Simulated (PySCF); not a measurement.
# Excitation energy of Ba by level of theory

Ba [Xe] 6s2 (1S) → Ba [Xe] 6s1 7s1, s spin flipped, as a difference of total energies. All numbers are calculated (PySCF 2.14, the spin-free X2C one-electron Hamiltonian (Gaussian nucleus), in x2c-TZVPPall with one added diffuse shell each of s, p, d type (12s8p7d2f1g, 94 functions)). Correlated levels: valence: [Xe] frozen; valence and next inner shell: [Kr] 4d10 frozen. The calculations carry no spin-orbit coupling.

| method | excitation energy (cm⁻¹) |
| --- | --- |
| UHF | 0 |
| LDA | 0 |
| PBE | 0 |
| PBE0 | 0 |
| r2SCAN | 0 |
| BHandHLYP | 0 |
| TPSSh | 0 |
| B2PLYP | 0 |
| MP2 (valence) | 0 |
| SCS-MP2 (valence) | 0 |
| MP2 (valence and next inner shell) | 0 |
| SCS-MP2 (valence and next inner shell) | 0 |

The upper determinant mixes two multiplicities, so it lies between the two terms.

The promoted electron is Rydberg-like, and one or two diffuse shells describe it only roughly, which tends to raise the upper state.
